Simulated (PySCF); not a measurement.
C4H9O2, doublet, at a GFN2-xTB geometry. Base run: TPSS/STO-3G (PySCF).

Input for PySCF:
```python
from pyscf import gto, scf, dft

mol = gto.M(
    atom='''
C     2.53902793   -0.49047836   -0.22754881
O     1.32893261    0.07963565    0.19137482
C     0.21049801   -0.38095481   -0.53931007
C    -1.01321548    0.29660661   -0.01166368
C    -2.35029139   -0.00113138   -0.58464030
O    -0.98343622    0.73017640    1.29072745
H     3.31802086   -0.06850358    0.40443870
H     2.74894643   -0.25040278   -1.27681134
H     2.52436432   -1.58174326   -0.11233550
H     0.14214938   -1.48858731   -0.44449065
H     0.33134794   -0.16324556   -1.61430022
H    -2.65772288   -1.03900354   -0.40227257
H    -3.08640883    0.65241195   -0.12513176
H    -2.34724513    0.15742321   -1.66203616
H    -0.05353769    0.75890219    1.55509863
''',
    basis='sto-3g',
    spin=1,
    verbose=3,
)

mf = dft.UKS(mol)
mf.xc = 'tpss'
mf.kernel()
mf.analyze()
```

The base run was repeated with changes; each row names its change, and settings that it needs were set with it.

```csv
change,ΔE vs base (mEh),fitting functions,dipole (D)
base,0.000,-,1.72
auxbasis = def2-svp-ri,-23.171,414,1.71
auxbasis = autoaux,-8.406,459,1.72
auxbasis = even-tempered beta=3.0,-17.121,225,1.73
auxbasis = even-tempered beta=1.6,-7.882,483,1.72
auxbasis = cc-pvqz-jkfit,-0.249,1095,1.72
auxbasis = def2-tzvp-ri,-1.715,591,1.72
auxbasis = cc-pvtz-ri,-1.970,756,1.72
auxbasis = cc-pvtz-jkfit,-0.346,744,1.72
auxbasis = def2-universal-jkfit,-2.110,616,1.72
```

A fitting set is made for a task (jfit for Coulomb, jkfit for Coulomb and exchange, ri for correlation) and for a family of orbital bases.

Open shells are given as the SCF converged; they aren't shown to be the lowest states, and a large step between rows can be another state.
